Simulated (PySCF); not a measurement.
Compound: (HBe-mu-OH)2.
Geometry (PBE0-D3(BJ)/def2-SVP, Å), atoms numbered from 1 in this order:
```xyz
8
Be2H4O2 angstrom
Be    -0.820    0.510    0.629
H     -1.787    1.091    1.365
O     -0.571    0.235   -0.934
Be     0.821   -0.507   -0.630
H      1.776   -1.115   -1.360
O      0.577   -0.222    0.932
H     -1.066    0.422   -1.732
H      1.070   -0.414    1.730
```

Method used: PBE0-D3(BJ)/def2-SVP geometry optimisation, gas phase (PySCF 2.14.0).

(1) Which atoms are bound to Be1, and at what distances?

(2) List the angles at Be1.

(3) What is the shape at Be1?

(4) What are the other bond lengths?

(5) Give some angles away from the centre.

(6) What are the rotational constants (commonest isotopes, rigid rotor)?

## Answers

(1) 3 atoms: H2 1.347 Å, O6 1.606 Å, O3 1.607 Å. The nearest atom not counted as bound is Be4, at 2.30 Å.

(2) 
```json
{"angle": "H2–Be1–O6", "degrees": "135.9", "distance of the outer atoms (Å)": "2.74"}
{"angle": "H2–Be1–O3", "degrees": "135.8", "distance of the outer atoms (Å)": "2.74"}
{"angle": "O3–Be1–O6", "degrees": "88.3", "distance of the outer atoms (Å)": "2.24"}
```

(3) Planar: angles 135.9°, 135.8° and 88.3°, sum 360.0°, 0.00 Å off the plane of its three neighbours.

(4) O3–H7, O6–H8 0.957 Å.

(5) Be1–O3–Be4 91.7°.

(6) A = 13833, B = 10361, C = 5924 MHz: an asymmetric top.

Point group: D2h (tolerance 0.08 Å). Charge 0, singlet. Stationary, but not proved a minimum.

On Arm Neoverse V1, one thread, on a shared host, this took 6.7 s of wall time. These figures are those of the optimisation.

One conformer stands for the species.
